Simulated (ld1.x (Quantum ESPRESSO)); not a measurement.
## Transferability test, TM potential for selenium

- Element: Se (Z = 34)
- Generator: ld1.x (Quantum ESPRESSO) 7.5
- Type: norm-conserving Troullier–Martins (Kleinman–Bylander form)
- Functional: Wu–Cohen
- Relativity: scalar-relativistic
- Frozen core: [Ar]
- Valence charge: 16
- Reference configuration: 3d10 4s2 4p2 (charge +2)
- Partial waves: 4p (bound): rc 1.65 bohr; 3d (bound): rc 1.20 bohr; 4s (bound): rc 1.15 bohr
- Local potential: the s channel
- Core correction: a·sin(br)/r model core, default radius (core density twice the valence density)

Energies are relative to the spin-unpolarised reference configuration 3d10 4s2 4p2; without spin polarisation the order of configurations can differ from experiment. Not all tests gave a result: 1 of 7 tests not solved or not reliable. Left out of the table: 3d9 4s2 4p4 (solver errors, printed error -966 meV).

```tsv
valence configuration	charge	ΔE all-electron (eV)	error AE − PS (meV)
3d10 4s2 4p4	0	-31.254	-30
3d10 4s2 4p3	+1	-20.396	-6.3
3d10 4s2 4p1	+3	30.956	-7.8
3d10 4s0 4p6	0	-9.226	-34
3d10 4s2 4p0	+4	73.247	+14
3d10 4s2 4p4.3	-0.3	-32.845	-39
```

Levels in the configuration 3d10 4s2 4p3:

| level | all-electron (eV) | pseudo (eV) |
| --- | --- | --- |
| 3d | -63.624 | -63.666 |
| 4s | -26.919 | -26.898 |
| 4p | -15.436 | -15.416 |

Note: ghost state, extra bound levels that the all-electron valence spectrum of the same l lacks: p at -146.2 eV. A true bound ghost makes a file unfit for plane-wave use.
